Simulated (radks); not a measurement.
The numbers below are computed, except where a source is named.
Q: Sr+, configuration [Kr] 5s1. Code: a radial shooting solver on a logarithmic mesh with Libxc functionals. Model: Dirac Kohn-Sham, AM05, spin-unpolarised, spherical densities, finite nucleus; Fermi nuclear charge, rms radius 4.224 fm. Some entries of the table are withheld. Estimate them.

| orbital | occ. | eigenvalue (eV) | <r^2> (bohr^2) | <1/r> (bohr^-1) |
|---|---|---|---|---|
| 1s1/2 | 2 | -15914.34 | 0.002071 | 38.96 |
| 2s1/2 | 2 | -2160.579 | 0.03509 | 8.770 |
| 2p1/2 | 2 | -1967.778 | 0.02673 | (1) |
| 2p3/2 | 4 | -1899.521 | 0.02814 | (2) |
| 3s1/2 | 2 | -339.1572 | 0.2787 | 2.931 |
| 3p1/2 | 2 | -269.1543 | (3) | 2.824 |
| 3p3/2 | 4 | -258.6705 | (4) | 2.742 |
| 3d3/2 | 4 | -135.5345 | 0.3004 | 2.521 |
| 3d5/2 | 6 | -133.7026 | 0.3047 | 2.500 |
| 4s1/2 | 2 | -47.1856 | 2.088 | 0.9949 |
| 4p1/2 | 2 | -29.9042 | 2.723 | 0.8672 |
| 4p3/2 | 4 | -28.7253 | 2.842 | 0.8459 |
| 5s1/2 | 1 | -8.2957 | 17.12 | 0.3278 |
| 4d3/2 | 0 | -6.8052 | 9.438 | (5) |
| 4d5/2 | 0 | -6.7383 | 9.598 | (6) |
| 5p1/2 | 0 | -5.4452 | 26.35 | 0.2622 |
| 5p3/2 | 0 | -5.3366 | 27.18 | 0.2579 |

A: 
(1) 2p1/2 <1/r> (bohr^-1): 8.746
(2) 2p3/2 <1/r> (bohr^-1): 8.406
(3) 3p1/2 <r^2> (bohr^2): 0.2827
(4) 3p3/2 <r^2> (bohr^2): 0.2947
(5) 4d3/2 <1/r> (bohr^-1): 0.4834
(6) 4d5/2 <1/r> (bohr^-1): 0.4790
